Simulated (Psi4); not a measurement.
CH$_{4}$AlFOS (SMILES C[S][Al]([OH])[F]), singlet, at a GFN2-xTB geometry (such geometries of metal compounds can be far from the true shape); Psi4 1.11 with CCSD(T)/cc-pVDZ.

Input for Psi4:
```
memory 2 GB

molecule {
0 1
  Al   -0.02416367    0.72131613    0.43457318
  F     0.55291913    2.26748948    0.37072105
  O    -0.98356104    0.18006573    1.65084786
  H    -1.51096089    0.08576602    2.43018547
  S     0.51726961   -0.66082103   -1.17535882
  C    -0.34266877   -2.20455495   -0.67448126
  H    -0.87054676   -2.05999989    0.26111045
  H     0.40700247   -2.98195662   -0.56787558
  H    -1.03945201   -2.46838426   -1.46351523
}

set basis cc-pvdz
set freeze_core true

energy('ccsd(t)')
print_variables()
```

The log (banner, timings and long lists left out):

```
   => Loading Basis Set <=

    Name: CC-PVDZ
    Role: ORBITAL
    Keyword: BASIS

         ---------------------------------------------------------
                                   SCF
               by Justin Turney, Rob Parrish, Andy Simmonett
                          and Daniel G. A. Smith
                              RHF Reference
         ---------------------------------------------------------

  ==> Geometry <==

    Molecular point group: c1
    Full point group: C1

    Geometry (in Angstrom), charge = 0, multiplicity = 1:

       Center              X                  Y                   Z               Mass
    ------------   -----------------  -----------------  -----------------  -----------------
         AL          -0.056072228796     0.627153078162     0.433060430945    26.981538530000
         F            0.521010571204     2.173326428162     0.369208300945    18.998403162730
         O           -1.015469598796     0.085902678162     1.649335110945    15.994914619570
         H           -1.542869448796    -0.008397031838     2.428672720945     1.007825032230
         S            0.485361051204    -0.754984081838    -1.176871569055    31.972071174400
         C           -0.374577328796    -2.298718001838    -0.675994009055    12.000000000000
         H           -0.902455318796    -2.154162941838     0.259597700945     1.007825032230
         H            0.375093911204    -3.076119671838    -0.569388329055     1.007825032230
         H           -1.071360568796    -2.562547311838    -1.465027979055     1.007825032230

  Running in c1 symmetry.

  Rotational constants: A =      0.16580  B =      0.06804  C =      0.04869 [cm^-1]
  Rotational constants: A =   4970.61798  B =   2039.88859  C =   1459.62744 [MHz]
  Nuclear repulsion =  276.618796828180564

  Charge       = 0
  Multiplicity = 1
  Electrons    = 56
  Nalpha       = 28
  Nbeta        = 28

  ==> Algorithm <==

  SCF Algorithm Type is PK.
  DIIS enabled.
  MOM disabled.
  Fractional occupation disabled.
  Guess Type is SAD.
  Energy threshold   = 1.00e-08
  Density threshold  = 1.00e-08
  Integral threshold = 1.00e-12

  ==> Primary Basis <==

  Basis Set: CC-PVDZ
    Blend: CC-PVDZ
    Number of shells: 46
    Number of basis functions: 98
    Number of Cartesian functions: 103
    Spherical Harmonics?: true
    Max angular momentum: 2

  ==> Integral Setup <==

  Using in-core PK algorithm.
   Calculation information:
      Number of atoms:                   9
[...]
  @RHF Final Energy:  -854.12411578200101
    Total Energy =                       -854.1241157820010130
[...]
              6   2        -0.0090527704

    Largest TIjAb Amplitudes:
     10  10  34  34        -0.0365993613
      7   7  40  40        -0.0338714260
     14  14  20  20        -0.0330454255
      5   5  42  42        -0.0280473092
      9   9   6   6        -0.0267568959
     12  12   2   2        -0.0259955706
      9   9  26  26        -0.0229910434
     11  11  35  35        -0.0228827301
     14  14   1   1        -0.0221345103
      5   7  42  40         0.0211465810

    SCF energy       (wfn)                    = -854.124115782001013
    Reference energy (file100)                = -854.124115781999308

    Opposite-spin MP2 correlation energy      =   -0.525237076848630
    Same-spin MP2 correlation energy          =   -0.182232075544895
    Singles MP2 correlation energy            =   -0.000000000000000
    MP2 correlation energy                    =   -0.707469152393525
      * MP2 total energy                      = -854.831584934392822

    Opposite-spin CCSD correlation energy     =   -0.579487539971124
    Same-spin CCSD correlation energy         =   -0.164077962859979
    Singles CCSD correlation energy           =    0.000000000000000
    CCSD correlation energy                   =   -0.743565502831102
      * CCSD total energy                     = -854.867681284830383

            **************************
            *                        *
            *        CCTRIPLES       *
            *                        *
            **************************

    Wave function   =    CCSD_T
    Reference wfn   =      RHF

    Nuclear Rep. energy (wfn)                =  276.618796828180564
    SCF energy          (wfn)                = -854.124115782001013
    Reference energy    (file100)            = -854.124115781999308
    CCSD energy         (file100)            =   -0.743565502831102
    Total CCSD energy   (file100)            = -854.867681284830383

    Number of ijk index combinations:              680
    Approx. words needed per explicit thread:         1372000
    Number of threads for explicit ijk threading:    1

    MKL num_threads set to 1 for explicit threading.

    (T) energy                                =   -0.016724859760883
      * CCSD(T) total energy                  = -854.884406144591253

  Variable Map:
  ----------------------------------------------------------------------------
[...]
  Array Variable Map:
  ----------------------------------------------------------------------------
[...]
[...]
```
